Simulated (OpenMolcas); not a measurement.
Au4+ (d7) among equal point charges was computed by CASSCF with the d shell active (OpenMolcas, ANO-RCC-VTZP on the metal). Its lowest spin-free states, and all those of the highest spin:

```tsv
2S+1	Degeneracy	E (cm-1)
4	3	0.0
4	3	1757
4	1	3914
2	2	15946
4	3	15946
2	3	16737
2	3	16920
2	1	17657
2	3	21258
2	3	21870
2	3	22082
2	2	22478
```

Is the site octahedral, tetrahedral or cube-like, axial, or of lower symmetry?

The states with 2S+1 = 4 have orbital degeneracies 3, 3, 1, 3. Threefold states need a cubic site. For d7 at this spin an octahedron puts the threefold T1 below the threefold T2 and a tetrahedron or cube puts the single A2 below the threefold T2, so the site is octahedral. The run had Au4+ among 6 point charges of -1 e arranged as an octahedron (Oh), 2.25 Å from the ion.

An orbital triplet at a regular site is open to Jahn-Teller coupling, which can distort the site and quench the lowest spin-orbit gaps and is left out. Without dynamic correlation the repulsion within the d shell is too large (B by tens of per cent), so at a given field states of lower spin stand too high. Point charges give a weaker field than real ligands, and real ions of this kind are as a rule low spin; the high spin found here belongs to the model. This field is weak: 10Dq is about 2095 cm-1, while octahedral complexes of 5d ions of charge 3 and more, computed by the same method with explicit ligands, had a median near 35000 cm-1. Ground spin and moment need not be those of a real site. The ground term spreads over less than 5000 cm-1, several times less than with real ligands, so orbital moments are less quenched and χT lies further from the spin-only value than at real sites. This is an electrostatic model: the charges have no orbitals. No measured value stands beside these numbers.
